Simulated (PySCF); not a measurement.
Excitations are Tamm–Dancoff values on a coarser integration grid. The basis has no diffuse functions, so Rydberg states are missing or too high.

## CH$_{5}$In, SMILES `[CH3][InH2]` (charge 0, multiplicity 1)

Method: PBE-D3(BJ)/def2-TZVP // M06-2X/def2-TZVP (PySCF 2.14.0).

```yaml
HOMO: -6.41 eV
dipole_moment: 0.149 e·Å
LUMO: -2.30 eV
HOMO–LUMO gap: 4.11 eV
S1 excitation (TDA): 4.21 eV
S1 oscillator strength: 0.001
brightest of the four lowest singlets (TDA): 6.50 eV
T1 excitation (TDA): 3.94 eV
S1–T1 gap (TDA): 0.27 eV
total_energy: -231.1639 Ha
cost: about 2.4 core-minutes (a rough figure)
```

```xyz
7

C     -1.0128    -0.0968     0.0553
In     1.1464     0.1278    -0.0636
H     -1.5198     0.8657     0.0658
H     -1.2794    -0.6428     0.9610
H     -1.3760    -0.6771    -0.7935
H      1.8837     1.7107    -0.0706
H      2.1581    -1.2942    -0.1511
```
Charge 0, spin multiplicity 1.
